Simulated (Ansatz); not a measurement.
A run for Ansatz (an electronic-structure program): U-PBE0/def2-TZVPP on NaLi, 2S+1 = 3, a spin state set in the input, which need not be the lowest.

Ansatz 0.2 input:
```yaml
crystal:
  periodic: [false, false, false]
  atoms:
    - {symbol: Li, position_ang: [0.00000000, 0.00000000, 0.00000000]}
    - {symbol: Na, position_ang: [0.00000000, 0.00000000, 2.79300000]}
basis:
  gaussian:
    orbitals: def2-TZVPP
hamiltonian:
  xc: {name: PBE0}
magnetization: {spin_polarized: true, initial_magnetization: 2}
relax: {f_tol: 0.002, max_steps: 120}
```

The log:

```
Functional definition: PBE0
[...]
integrals: 0.01 GiB planned
431 factors; their error is unknown
mean field: 0.13 GiB planned
mean field evaluation 1: about -4615.8289 eV, gradient 1.6e0 eV
mean field evaluation 2: about -4615.8594 eV, gradient 1.0e0 eV
mean field evaluation 4: about -4615.8630 eV, gradient 2.3e-2 eV
mean field evaluation 8: about -4615.8918 eV, gradient 1.7e-3 eV
mean field evaluation 16: about -4615.4514 eV, gradient 2.0e0 eV
mean field evaluation 32: about -4615.8918 eV, gradient 1.7e-5 eV
mean field -4615.89184754 eV, -169.6308966331 hartree, gradient 1.7e-5 eV, S^2 2.000030; 4 other end points of the search recorded, 0 dependent functions left out
the calculation of the forces begins
reference -4615.89188062 eV, -169.6308978488 hartree; 8, 6 occupied and 43, 45 virtual orbitals, 431 factors
relax step   1: F+E_penalty+E_count = -4615.89184754 eV  Δ(F+E_penalty+E_count) = +0.000e0 eV  max|allowed force component| = 7.716e-1 eV/Å  Δτ_max = 0.0000 Å  (71 SCF iters, accepted)
these checks for a lower state are left out or cut short: starts, cluster_reference, orbital_swaps, neighbouring_geometries, increment
integrals: 0.01 GiB planned
431 factors; their error is unknown
mean field: 0.13 GiB planned
mean field -4616.06904945 eV, -169.6374086832 hartree, gradient 6.4e-6 eV, S^2 2.000029; 0 other end points of the search recorded, 0 dependent functions left out
the calculation of the forces begins
reference -4616.06908326 eV, -169.6374099258 hartree; 8, 6 occupied and 43, 45 virtual orbitals, 431 factors
relax step   2: F+E_penalty+E_count = -4616.06904945 eV  Δ(F+E_penalty+E_count) = -1.772e-1 eV  max|allowed force component| = 4.274e-1 eV/Å  Δτ_max = 0.1513 Å  (29 SCF iters, accepted)
these checks for a lower state are left out or cut short: starts, cluster_reference, orbital_swaps, neighbouring_geometries, increment
integrals: 0.01 GiB planned
431 factors; their error is unknown
mean field: 0.13 GiB planned
mean field -4616.17886464 eV, -169.6414443170 hartree, gradient 1.0e-5 eV, S^2 2.000029; 0 other end points of the search recorded, 0 dependent functions left out
the calculation of the forces begins
reference -4616.17889938 eV, -169.6414455937 hartree; 8, 6 occupied and 43, 45 virtual orbitals, 431 factors
relax step   3: F+E_penalty+E_count = -4616.17886464 eV  Δ(F+E_penalty+E_count) = -1.098e-1 eV  max|allowed force component| = 1.839e-1 eV/Å  Δτ_max = 0.1878 Å  (28 SCF iters, accepted)
these checks for a lower state are left out or cut short: starts, cluster_reference, orbital_swaps, neighbouring_geometries, increment
integrals: 0.01 GiB planned
431 factors; their error is unknown
mean field: 0.13 GiB planned
mean field -4616.22379972 eV, -169.6430956510 hartree, gradient 1.5e-5 eV, S^2 2.000030; 0 other end points of the search recorded, 0 dependent functions left out
the calculation of the forces begins
reference -4616.22383521 eV, -169.6430969550 hartree; 8, 6 occupied and 43, 45 virtual orbitals, 431 factors
relax step   4: F+E_penalty+E_count = -4616.22379972 eV  Δ(F+E_penalty+E_count) = -4.494e-2 eV  max|allowed force component| = 5.717e-2 eV/Å  Δτ_max = 0.2000 Å  (27 SCF iters, accepted)
these checks for a lower state are left out or cut short: starts, cluster_reference, orbital_swaps, neighbouring_geometries, increment
integrals: 0.01 GiB planned
431 factors; their error is unknown
mean field: 0.13 GiB planned
mean field evaluation 64: about -4616.2341 eV, gradient 8.0e-6 eV
mean field -4616.23406289 eV, -169.6434728152 hartree, gradient 8.0e-6 eV, S^2 2.000031; 0 other end points of the search recorded, 0 dependent functions left out
the calculation of the forces begins
reference -4616.23409915 eV, -169.6434741478 hartree; 8, 6 occupied and 43, 45 virtual orbitals, 431 factors
relax step   5: F+E_penalty+E_count = -4616.23406289 eV  Δ(F+E_penalty+E_count) = -1.026e-2 eV  max|allowed force component| = 4.524e-3 eV/Å  Δτ_max = 0.1900 Å  (26 SCF iters, accepted)
these checks for a lower state are left out or cut short: starts, cluster_reference, orbital_swaps, neighbouring_geometries, increment
integrals: 0.01 GiB planned
431 factors; their error is unknown
mean field: 0.13 GiB planned
mean field -4616.23419034 eV, -169.6434774990 hartree, gradient 1.0e-5 eV, S^2 2.000031; 0 other end points of the search recorded, 0 dependent functions left out
the calculation of the forces begins
reference -4616.23422674 eV, -169.6434788366 hartree; 8, 6 occupied and 43, 45 virtual orbitals, 431 factors
relax step   6: F+E_penalty+E_count = -4616.23419034 eV  Δ(F+E_penalty+E_count) = -1.275e-4 eV  max|allowed force component| = 2.171e-4 eV/Å  Δτ_max = 0.0305 Å  (23 SCF iters, accepted)
integrals: 0.01 GiB planned
431 factors; their error is unknown
mean field: 0.13 GiB planned
mean field -4616.23419034 eV, -169.6434774990 hartree, gradient 1.1e-5 eV, S^2 2.000031; 2 other end points of the search recorded, 0 dependent functions left out
the calculation of the forces begins
reference -4616.23422674 eV, -169.6434788366 hartree; 8, 6 occupied and 43, 45 virtual orbitals, 431 factors
Total energy: -4616.23422674 eV, -169.6434788366 hartree
Atom 0 at     0.000000    -0.000000    -0.759605 Å, force     0.000000     0.000000     0.000217 eV/Å
Atom 1 at    -0.000000     0.000000     3.552605 Å, force    -0.000000    -0.000000    -0.000217 eV/Å
Dipole moment:    -0.000000    -0.000000     0.077919 e Å
```

Self-consistency was reached.

Cost: roughly 12 core-seconds.
